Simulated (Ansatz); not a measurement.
Ansatz (a quantum-chemistry and plane-wave program) input:

Ansatz 0.2 input:
```yaml
crystal:
  periodic: [false, false, false]
  atoms:
    - {symbol: Si, position_ang: [0.23221123, -0.14228547, 0.35668380]}
    - {symbol: F, position_ang: [-0.90078658, -0.95744892, -0.40825915]}
    - {symbol: F, position_ang: [0.39676744, 1.26628240, -0.36593023]}
    - {symbol: H, position_ang: [1.49823902, -0.87873003, 0.23656190]}
    - {symbol: H, position_ang: [-0.21302390, 0.09122531, 1.73756926]}
basis:
  gaussian:
    orbitals: def2-TZVP
hamiltonian:
  xc: b3lyp
  dispersion: d3bj
phonons: {temperatures: {t_min: 298.15, t_max: 298.15, t_step: 100}}
```

Question: Predict the final energy.

Answer: -490.63665 Eh (B3LYP-D3(BJ)/def2-TZVP). The basis has 111 functions.
